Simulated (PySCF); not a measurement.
A structure optimised at PBE0-D3(BJ)/def2-SVP, used in a PySCF frequency run:

```xyz
7

Si    -1.0062     0.3816     0.0000
F     -1.6667    -0.3145    -1.3007
F     -1.6667    -0.3145     1.3007
As     1.2874    -0.1018     0.0000
H     -1.4123     1.8087     0.0000
H      1.5085     0.9350     1.0983
H      1.5085     0.9350    -1.0983
```

**Question.** Write its SMILES, formula and point group.

**Answer.** F[SiH](F)[AsH2], AsF2H3Si, Cs

**Question.** What are its rotational constants (standard atomic weights)?

**Answer.** 6.2999, 1.8182, 1.5260 GHz
